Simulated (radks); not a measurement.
Values are calculated unless marked as measured or tabulated.
Problem. The mean radii <r> (bohr) of the occupied orbitals of an atom or ion are listed with their occupations. Level of theory: Dirac Kohn-Sham, PBE, spin-unpolarised, spherical densities, finite nucleus; Fermi nuclear charge, rms radius of each element as measured or else 0.836 A^(1/3) + 0.57 fm (a radial shooting solver on a logarithmic mesh with Libxc functionals).

| orbital | occ. | <r> |
|---|---|---|
| 1s1/2 | 2 | 0.01687 |
| 2s1/2 | 2 | 0.07047 |
| 2p1/2 | 2 | 0.05798 |
| 2p3/2 | 4 | 0.06653 |
| 3s1/2 | 2 | 0.1833 |
| 3p1/2 | 2 | 0.1736 |
| 3p3/2 | 4 | 0.1893 |
| 3d3/2 | 4 | 0.1648 |
| 3d5/2 | 6 | 0.1696 |
| 4s1/2 | 2 | 0.4070 |
| 4p1/2 | 2 | 0.4094 |
| 4p3/2 | 4 | 0.4434 |
| 4d3/2 | 4 | 0.4519 |
| 4d5/2 | 6 | 0.4631 |
| 5s1/2 | 2 | 0.9287 |
| 4f5/2 | 6 | 0.4953 |
| 4f7/2 | 8 | 0.5023 |
| 5p1/2 | 2 | 1.005 |
| 5p3/2 | 4 | 1.104 |
| 5d3/2 | 4 | 1.536 |
| 5d5/2 | 6 | 1.606 |

Name the element and its charge. Open shells, if any, are shared by 2j + 1.

Solution. Z = 79, gold, charge +1: Au+ in [Xe] 4f14 5d10. The 1s radius gives Z: for a bare nucleus <r> = (2 gamma + 1)/(2Z) with gamma = sqrt(1 - (Z/c)^2), 0.01667 bohr for Z = 79, and screening makes it slightly larger (0.01687 here). The occupations add up to 78, and the charge is Z minus that.
